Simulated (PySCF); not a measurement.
# SnH⁺: everyday levels beside a composite calculation

PySCF; the state is a singlet (closed shell). The composite is CCSD(T) extrapolated to the basis-set limit from two correlation-consistent sets, with core-valence (CV) and scalar-relativistic (SR) terms as its label shows; it has no spin–orbit coupling and nothing beyond (T). Here it is CCSD(T)/CBS(DT). It gives Re = 1.749 Å, ωe = 1826 cm⁻¹ and De = 2.84 eV to Sn⁺ + H.

```tsv
level	basis	relativity	Re (Å)	ωe (cm⁻¹)	De (eV)
RHF-CCSD	cc-pVDZ-PP/cc-pVDZ	scalar-relativistic core potentials	1.757	1832	2.60
RHF-CCSD	def2-SVPD	scalar-relativistic core potentials	1.762	1811	2.65
RHF-CCSD(T)	cc-pVDZ-PP/cc-pVDZ	scalar-relativistic core potentials	1.759	1822	2.62
PBE	cc-pVDZ-PP/cc-pVDZ	scalar-relativistic core potentials	1.790	1748	2.73
PW91	def2-SVPD	scalar-relativistic core potentials	1.788	1747	2.74
BP86	x2c-SVPall	spin-free X2C	1.786	1767	2.89
TPSSh	def2-TZVPPD	scalar-relativistic core potentials	1.762	1827	2.90
r²SCANh	x2c-SVPall	spin-free X2C	1.762	1856	2.73
PBE0	cc-pVTZ-PP/cc-pVTZ	scalar-relativistic core potentials	1.765	1830	2.69
LC-ωPBE	def2-TZVPPD	scalar-relativistic core potentials	1.739	1918	2.66
```

Problem. Give the difference of each row from the composite.

Solution. 

```json
{"level": "RHF-CCSD", "basis": "cc-pVDZ-PP/cc-pVDZ", "ΔRe (pm)": "+0.8", "Δωe (%)": "+0.3", "ΔDe (eV)": "-0.24"}
{"level": "RHF-CCSD", "basis": "def2-SVPD", "ΔRe (pm)": "+1.3", "Δωe (%)": "-0.8", "ΔDe (eV)": "-0.19"}
{"level": "RHF-CCSD(T)", "basis": "cc-pVDZ-PP/cc-pVDZ", "ΔRe (pm)": "+1.0", "Δωe (%)": "-0.2", "ΔDe (eV)": "-0.22"}
{"level": "PBE", "basis": "cc-pVDZ-PP/cc-pVDZ", "ΔRe (pm)": "+4.1", "Δωe (%)": "-4.3", "ΔDe (eV)": "-0.11"}
{"level": "PW91", "basis": "def2-SVPD", "ΔRe (pm)": "+3.9", "Δωe (%)": "-4.3", "ΔDe (eV)": "-0.10"}
{"level": "BP86", "basis": "x2c-SVPall", "ΔRe (pm)": "+3.7", "Δωe (%)": "-3.2", "ΔDe (eV)": "+0.05"}
{"level": "TPSSh", "basis": "def2-TZVPPD", "ΔRe (pm)": "+1.3", "Δωe (%)": "+0.1", "ΔDe (eV)": "+0.06"}
{"level": "r²SCANh", "basis": "x2c-SVPall", "ΔRe (pm)": "+1.3", "Δωe (%)": "+1.6", "ΔDe (eV)": "-0.11"}
{"level": "PBE0", "basis": "cc-pVTZ-PP/cc-pVTZ", "ΔRe (pm)": "+1.6", "Δωe (%)": "+0.2", "ΔDe (eV)": "-0.15"}
{"level": "LC-ωPBE", "basis": "def2-TZVPPD", "ΔRe (pm)": "-1.0", "Δωe (%)": "+5.0", "ΔDe (eV)": "-0.18"}
```

Problem. Which rows come closest in De?

Solution. BP86 in x2c-SVPall (+0.05 eV); TPSSh in def2-TZVPPD (+0.06 eV), counted from the composite.

Correlated steps freeze 4 core orbitals. Correlated levels converge slowly with the basis: in double zeta they bind strong bonds too weakly, by up to about 1 eV, and carry superposition errors of some tenths. Spin–orbit coupling is left out, which matters for elements this heavy, above all for dissociation energies. For an ion De counts to the pair picked by the measured ionisation energies or electron affinities, which need not be the lowest pair at this level. Where the molecule has an RHF reference, its open-shell atoms are computed with UHF.
